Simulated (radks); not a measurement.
Spherical quantum dot in the effective-mass picture: electrons in a hard-walled sphere of radius 2.01, all in effective atomic units (hartree* = m*/eps^2 hartree, bohr* = eps/m* bohr), one dielectric constant everywhere. Calculated with a radial shooting solver with Libxc functionals: non-relativistic Kohn-Sham, LDA (Slater exchange, Perdew-Wang correlation), spin-polarised, spherical densities. Levels are named by radial order and angular momentum (1s, 1p, 1d, 2s, ...), and open shells are averaged over m.

N = 13, configuration 1s2 1p6 1d(up 5, down 0). This is the lowest configuration that the search found. Occupied and some empty levels:

| level | occupation | eigenvalue (hartree*) | <r> (bohr*) |
|---|---|---|---|
| 1s up | 1 | 9.8596 | 1.181 |
| 1s down | 1 | 10.020 | 1.172 |
| 1p up | 3 | 10.762 | 1.294 |
| 1p down | 3 | 10.939 | 1.291 |
| 1d up | 5 | 12.109 | 1.371 |
| 1d down | 0 | 12.294 | 1.370 |
| 2s up | 0 | 13.651 | 0.9442 |
| 2s down | 0 | 13.746 | 0.9472 |
| 1f up | 0 | 13.841 | 1.428 |
| 1f down | 0 | 14.028 | 1.428 |
| 2p up | 0 | 16.001 | 1.066 |
| 2p down | 0 | 16.117 | 1.065 |

Energy (hartree*): total 89.5755, kinetic 39.784, external 0, Hartree 58.778, exchange-correlation -8.9866.
